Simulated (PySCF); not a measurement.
## ClI₂: breathing scan

All numbers come from UPBE0 in PySCF with Cl def2-SVP, I def2-SVP with ECP28; scalar-relativistic core potentials, no spin–orbit coupling; density-fitted integrals.

Rigid scan from the doublet minimum (Cl–I 2.455 Å, Cl–I 2.733 Å; I–Cl–I 145.6°). Coordinate: all bonds to the central atom scaled together. Energies in kJ/mol from the minimum.

```tsv
scale of all bonds to the centre	E (kJ/mol)	dipole size (D)	⟨S²⟩
0.88	114.7	1.49	0.76
0.92	43.4	1.43	0.76
0.96	9.3	1.35	0.77
1.00	0.0	1.25	0.78
1.04	7.0	1.16	0.79
1.08	24.1	1.08	0.81
1.14	59.9	1.02	0.86
1.22	112.7	1.07	1.03
1.35	176.2	0.80	1.47
```

Spin contamination is strong at 1.22, 1.35, so these points are less reliable.

Spin–orbit coupling, left out here, can matter for elements this heavy.

The scan took 15 s on 2 threads of a shared INTEL XEON PLATINUM 8581C @ 2.30GHz (Emerald Rapids) host; the process peaked at 0.68 GiB. Launch command: `OMP_NUM_THREADS=2 python axn.py task.json out`.
